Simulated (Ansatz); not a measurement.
Q: Predict a relaxed structure of Cu(AsH3)H (CuAsH₄), charge 0, singlet, at B3LYP-D4/def2-TZVP (Ansatz).

A: 
Cartesian coordinates in Å:
```
Cu -0.9415 1.2834 -0.6335
As 0.3627 -0.4960 0.2430
H 1.7028 -0.8370 -0.3684
H -0.1818 -1.9063 0.2683
H 0.8298 -0.4633 1.6807
H -1.7720 2.4191 -1.1901
```
Point group C3v (tolerance 0.1 Å). The metal has 2 neighbours: As 2.37 Å, H 1.51 Å. This is one stationary point.

The relaxation made no stability test and no search for a lower SCF solution.
